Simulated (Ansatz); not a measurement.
Reaction (formal exchange of groups at a B–C bond): `C/C=C\BCl` + `[CH3][Zn][F]` → `[F][Zn][CH2]BCl` + `C=CC`

Computed with Ansatz on PBE0-D4/def2-TZVP structures; ΔE is electronic, products minus reactants. CBS: MP2 limit from def2 TZ/QZ plus the TZ coupled-cluster correction, frozen cores. For Zn outer-core shells are correlated without core-valence functions, which leaves a few kJ/mol of doubt a bond. Scalar relativity is left out up to krypton. One conformer a species, not always the lowest.

```json
{"species": "`C/C=C\\BCl`", "HF/def2-TZVPP energy (Eh)": "-601.37216"}
{"species": "`[CH3][Zn][F]`", "HF/def2-TZVPP energy (Eh)": "-1916.94305"}
{"species": "`[F][Zn][CH2]BCl`", "HF/def2-TZVPP energy (Eh)": "-2401.19993"}
{"species": "`C=CC`", "HF/def2-TZVPP energy (Eh)": "-117.11985"}
```

**Question.** Work out ΔE.

**Answer.** ΔE = (-2401.19993) + (-117.11985) − (-601.37216) − (-1916.94305) = -0.00457 Eh = -0.12 eV. CCSD(T)/CBS gives -0.12 eV.

Largest T1 diagnostic among the species: 0.016.

From PBE to PBE0 (25 % exact exchange), in def2-TZVPP and without D4, ΔE moves by −0.04 eV.
